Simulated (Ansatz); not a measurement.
B(THF)H3 (C4H11BO). Total charge 0; singlet. Geometry PBE-D4/def2-SVP, basis def2-TZVP, Ansatz.

Cartesian coordinates in Å:
```
B -2.073 0.137 0.830
O -0.471 -0.059 0.625
C 0.307 1.123 0.291
C 1.619 0.547 -0.220
C 1.132 -0.673 -1.019
C -0.035 -1.202 -0.183
H 0.376 1.733 1.210
H -0.242 1.696 -0.488
H 2.187 1.272 -0.834
H 2.262 0.236 0.629
H 0.774 -0.352 -2.019
H 1.918 -1.437 -1.173
H -0.903 -1.540 -0.781
H 0.252 -2.001 0.530
H -2.153 1.073 1.621
H -2.446 -0.943 1.282
H -2.503 0.389 -0.302
```

| run | HOMO (eV) | LUMO (eV) |
| --- | --- | --- |
| A | -6.41 | 0.38 |
| B | -7.69 | 1.02 |
| C | -7.49 | 0.57 |
| D | -10.32 | 2.63 |

LC-ωPBE has ω = 0.4 bohr⁻¹.

The runs used LC-ωPBE, PBE0, r2SCAN, r2SCAN0. Estimate which is which.

A r2SCAN (0 % exact exchange); B r2SCAN0 (25 % exact exchange); C PBE0 (25 % exact exchange); D LC-ωPBE (range-separated). Exact exchange lowers occupied and raises empty levels; among semilocal functionals meta-GGAs tend to open the gap a little, and such runs are hard to tell apart. The gap grows from 6.79 eV (r2SCAN) to 12.95 eV (LC-ωPBE).
